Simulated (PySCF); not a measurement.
BP86 on Si- (silicon, charge -1), [Ne] 3s2 3p3, high-spin 4S determinant. Computed with PySCF 2.14 in x2c-TZVPPall with one added diffuse shell each of s, p, d type (6s6p4d1f, 51 functions), with the spin-free X2C one-electron Hamiltonian (Gaussian nucleus).

```
cycle= 1 E= -290.065720357853  delta_E= -0.00863  |g|= 0.0128  |ddm|= 0.199
cycle= 2 E= -290.065709254885  delta_E= 1.11e-05  |g|= 0.00741  |ddm|= 0.0447
cycle= 3 E= -290.065760461242  delta_E= -5.12e-05  |g|= 0.00558  |ddm|= 0.0316
cycle= 4 E= -290.065790252264  delta_E= -2.98e-05  |g|= 0.000208  |ddm|= 0.0123
cycle= 5 E= -290.065790287529  delta_E= -3.53e-08  |g|= 7.21e-06  |ddm|= 0.000513
cycle= 6 E= -290.065790287612  delta_E= -8.23e-11  |g|= 6.23e-07  |ddm|= 3.18e-05
converged SCF energy = -290.065790287612  <S^2> = 3.7504531  2S+1 = 4.0002265
```

Highest occupied orbital energy: 1.083 eV; ⟨L²⟩ = 0.00; populations by l: s 6.00, p 9.00, d 0.00, f 0.00.

Task: Can this result be used?

Result: With care. The calculation finished and met its thresholds. At BP86 the highest occupied level has a positive energy, so only the finite basis holds that electron; in a semilocal or global hybrid functional this comes from self-interaction and does not mean that the real anion is unbound.
